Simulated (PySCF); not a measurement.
Species: sum formula H5SiN2O2, net charge 0, doublet state. It need not be the lowest isomer of its formula. SMILES: [NH][Si](N)(O)O
Geometry from a B3LYP-D3(BJ)/def2-TZVP (Ansatz) optimisation:
```xyz
10

N     -0.8426     0.3861     1.4885
Si    -0.0151    -0.0103     0.0120
N      1.6054    -0.1575     0.4894
O     -0.3990    -1.3878    -0.7948
O     -0.3993     1.1896    -1.0538
H     -1.6816    -0.1501     1.7093
H      2.2540    -0.7818     0.0418
H      1.9556     0.2468     1.3403
H     -0.9683    -1.2813    -1.5615
H     -0.3014     2.0970    -0.7544
```
Charge 0, spin multiplicity 2.

Dispersion corrections to the total energy (kcal/mol) from the dftd3 and dftd4 libraries through PySCF: D3(BJ) without and D4 with the three-body term, each with the damping fitted for the functional named.

```tsv
functional	D3(BJ)	D4
r2SCAN	-1.26	…
TPSS	…	-6.55
revPBE	-11.31	-15.29
B2GP-PLYP	-3.08	-2.01
BP86	…	-6.40
B3LYP	-7.94	-7.82
CAM-B3LYP	-3.55	-4.07
```

Problem. Some entries are withheld; supply them.

Solution. 
- r2SCAN, D4: -1.16
- TPSS, D3(BJ): -5.71
- BP86, D3(BJ): -7.25
